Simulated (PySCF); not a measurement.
Species: C3H12Si3.
SMILES with atom numbers: `[CH2:1]1[SiH2:2][CH2:3][SiH2:4][CH2:5][SiH2:6]1` (hydrogens: H7, H8 on C1; H9, H10 on Si2; H11, H12 on C3; H13, H14 on Si4; H15, H16 on C5; H17, H18 on Si6)

Computed by this run: PBE0-D3(BJ)/def2-SVP geometry optimisation, gas phase in PySCF; density fitting, grid level 1; the optimiser is geomeTRIC in internal coordinates, started from a GFN2-xTB structure with every atom displaced at random (about 0.03 Å).

Step 0: E = -26916.6850 eV
```
atom  x, y, z in Å  |  force x, y, z in eV/Å
C1     -0.6752    1.2663   -0.9602   -2.059   2.942   0.076
Si2     1.0630    1.4433   -0.4314    0.255  -0.491   0.970
C3      1.7179   -0.2982   -0.1921    3.056   1.503   2.390
Si4     0.8425   -1.3861    0.9743   -3.823   1.497  -0.029
C5     -1.0436   -1.4681    0.2873    0.467   2.196   4.404
Si6    -1.8535    0.2758    0.1240    1.022  -1.270  -0.124
H7     -0.7435    0.9526   -1.9916    0.079  -0.575  -0.738
H8     -1.1057    2.3647   -1.0353    0.644  -1.722   0.236
H9      1.8590    2.1714   -1.4023    0.480   0.378  -0.674
H10     1.1763    2.2212    0.8514   -0.087  -0.152  -0.041
H11     1.8427   -0.7889   -1.1100    0.110  -0.957  -1.932
H12     2.8096   -0.2090    0.2438   -1.614  -0.042  -0.815
H13     1.2188   -2.7253    0.9962    1.096  -2.118   0.113
H14     0.7088   -0.8393    2.3713    0.337  -0.013  -0.159
H15    -1.6605   -2.0984    0.9743    0.302   0.214  -0.290
H16    -1.0335   -1.9093   -0.6258    0.046  -1.694  -3.480
H17    -1.9944    0.9232    1.4438    0.001   0.173   0.319
H18    -3.2027    0.1336   -0.4633   -0.313   0.131  -0.224
```

Step 1: E = -26917.5459 eV
```
atom  x, y, z in Å  |  force x, y, z in eV/Å
C1     -0.7104    1.3060   -0.9678   -0.461   0.647  -0.255
Si2     1.0729    1.4478   -0.4243    0.127  -0.219   0.028
C3      1.7520   -0.2910   -0.1724    0.737   0.073   0.147
Si4     0.7540   -1.3793    0.9716   -1.022  -0.182  -0.252
C5     -1.0453   -1.4496    0.3122    0.339   0.250   0.350
Si6    -1.8317    0.2588    0.1274    0.199  -0.239  -0.093
H7     -0.7716    0.9574   -2.0146    0.118  -0.218   0.070
H8     -1.1300    2.3313   -1.0183    0.006  -0.075   0.103
H9      1.9039    2.1972   -1.4229   -0.053  -0.031  -0.018
H10     1.1642    2.1974    0.8684   -0.053  -0.015   0.019
H11     1.8818   -0.7998   -1.1428   -0.148   0.014  -0.058
H12     2.7762   -0.2053    0.2426   -0.074   0.019  -0.039
H13     1.2620   -2.7863    1.0302    0.178   0.055   0.046
H14     0.6993   -0.8112    2.3533    0.140   0.019   0.037
H15    -1.6521   -2.0682    0.9945   -0.015  -0.059  -0.055
H16    -1.0321   -1.9403   -0.6744   -0.042  -0.062  -0.044
H17    -1.9662    0.9191    1.4648    0.012  -0.021   0.009
H18    -3.2008    0.1455   -0.4731    0.012   0.045   0.004
```

Step 2: E = -26917.5966 eV
```
atom  x, y, z in Å  |  force x, y, z in eV/Å
C1     -0.7249    1.3297   -0.9743   -0.069   0.071  -0.132
Si2     1.0706    1.4354   -0.4218    0.075  -0.059   0.005
C3      1.7686   -0.2975   -0.1624    0.073  -0.009  -0.113
Si4     0.7204   -1.3816    0.9605    0.040  -0.112   0.030
C5     -1.0460   -1.4442    0.3172    0.010  -0.031  -0.089
Si6    -1.8229    0.2573    0.1200   -0.022   0.071  -0.038
H7     -0.7696    0.9525   -2.0129    0.052  -0.078   0.063
H8     -1.1464    2.3475   -1.0160   -0.023   0.059   0.043
H9      1.8978    2.1846   -1.4238   -0.035  -0.009   0.002
H10     1.1471    2.1823    0.8735   -0.021   0.003   0.013
H11     1.8814   -0.8020   -1.1408   -0.075   0.050   0.034
H12     2.7859   -0.2159    0.2531    0.049   0.013   0.052
H13     1.2888   -2.7700    1.0338   -0.003   0.063   0.015
H14     0.7182   -0.8059    2.3424    0.007   0.000   0.019
H15    -1.6561   -2.0647    0.9940   -0.036  -0.016  -0.022
H16    -1.0382   -1.9431   -0.6716   -0.031   0.018   0.095
H17    -1.9551    0.9117    1.4614    0.005  -0.026   0.004
H18    -3.1937    0.1534   -0.4778    0.005  -0.009   0.019
```

Question: Estimate the geometry and energy of step 3. (The exact step hangs on the optimiser's Hessian estimate; all steps are aligned on step 2, rigid shifts and turns removed.)

Answer: E = -26917.6005 eV, largest force 0.071 eV/Å
```
atom  x, y, z in Å  |  force x, y, z in eV/Å
C1     -0.7262    1.3352   -0.9776   -0.031   0.030  -0.044
Si2     1.0710    1.4324   -0.4198    0.026   0.000   0.024
C3      1.7737   -0.2983   -0.1616    0.018  -0.007  -0.045
Si4     0.7219   -1.3853    0.9610    0.031  -0.037   0.020
C5     -1.0481   -1.4429    0.3166    0.045  -0.019  -0.051
Si6    -1.8232    0.2615    0.1166   -0.008   0.040  -0.005
H7     -0.7619    0.9437   -2.0104    0.018  -0.030   0.022
H8     -1.1479    2.3548   -1.0191    0.014  -0.011   0.005
H9      1.8918    2.1828   -1.4246   -0.009   0.000   0.000
H10     1.1412    2.1812    0.8757   -0.007  -0.003   0.002
H11     1.8753   -0.7975   -1.1427   -0.029   0.021   0.015
H12     2.7928   -0.2169    0.2544   -0.015   0.000   0.004
H13     1.2980   -2.7684    1.0371   -0.015   0.026   0.002
H14     0.7266   -0.8101    2.3444   -0.011  -0.004  -0.002
H15    -1.6642   -2.0619    0.9901   -0.018   0.004  -0.006
H16    -1.0450   -1.9439   -0.6696   -0.009   0.007   0.046
H17    -1.9548    0.9091    1.4610    0.003  -0.010   0.004
H18    -3.1948    0.1540   -0.4774   -0.002  -0.007   0.010
```

The energy changes by -0.0040 eV. The first-order estimate −F·Δx gives -0.0063 eV and the mean of the old and new forces, exact on a quadratic surface, -0.0039 eV. The step makes an angle of 55° with the force vector and moves no atom by more than 0.012 Å.

What follows is the cost of the whole optimisation. Hardware: an Intel Xeon 6975P-C with one thread, no GPU, shared host. Cost: 66 s, 0.65 GiB resident at most.
